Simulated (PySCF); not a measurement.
Isomers of C4H4F3 (doublet state), one GFN2-xTB conformer each. Single-point energies are computed at B3LYP/pcH-1 (PySCF, gas phase, no added dispersion term), electronic only. GFN2-xTB treats the open shell by occupation alone, and not every SCF solution was tested for stability.

Question: Rank them by B3LYP/pcH-1 energy, lowest first (kcal/mol).
A. `[CH3:1][CH:2][C:3]([F:4])=[C:5]([F:6])[F:7]` (doublet state) with C1–C2–C3–F4 0°
B. `[CH2:1][C:2](=[CH2:3])[C:4]([F:5])([F:6])[F:7]` (doublet state) with H–C1–C2–C3 0° and 180°
C. `[CH2:1][CH2:2][C:3]([F:4])=[C:5]([F:6])[F:7]` (doublet state) with H–C1–C2–C3 93° and -75°, C1–C2–C3–F4 -77°
D. `[CH2:1]=[C:2][CH2:3][C:4]([F:5])([F:6])[F:7]` (doublet state) with C1–C2–C3–C4 -1°

Answer: B (0.0), A (15.4), D (21.1), C (36.1).

GFN2-xTB itself gives, in the same order: 0.0, 0.7, 19.3, 25.2. Both levels put the same isomer lowest; measured from each level's own lowest isomer, the values differ by up to 14.7 kcal/mol (C[CH]C(F)=C(F)F: 0.7 against 15.4).
